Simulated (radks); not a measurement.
The numbers below are computed, except where a source is named.
Valence configurations of Ni II (all share [Ar]). Code: a radial shooting solver on a logarithmic mesh with Libxc functionals. Model: non-relativistic Kohn-Sham, r2SCAN, spin-unpolarised, spherical densities, point nucleus; meta-GGA in the generalised Kohn-Sham scheme. Energies are relative to 3d9; eigenvalues in eV.

| valence | E (eV) | e(3d) | e(4p) | e(4s) |
|---|---|---|---|---|
| 3d9 | 0.000 | -12.986 | - | - |
| 3d8 4s1 | 3.883 | -18.396 | - | -12.851 |
| 3d8.5 4p0.5 | 4.097 | -16.375 | -7.056 | - |
| 3d7.5 4s1.5 | 7.126 | -21.470 | - | -13.987 |
| 3d8 4p1 | 9.387 | -19.980 | -8.094 | - |
| 3d7 4s2 | 11.420 | -24.777 | - | -15.035 |
| 3d7.5 4s0.5 4p1 | 13.084 | -23.031 | -8.757 | -14.638 |
| 3d7 4s1.5 4p0.5 | 14.636 | -25.545 | -9.038 | -15.419 |
| 3d7 4s0.5 4p1.5 | 20.964 | -27.041 | -9.757 | -16.053 |
| 3d7 4p2 | 24.111 | -27.764 | -10.064 | - |

NIST lists [Ar] 3d9 as the ground configuration; this level of theory agrees among the configurations tried. The energies are those of spherical spin-averaged densities, not of single terms.
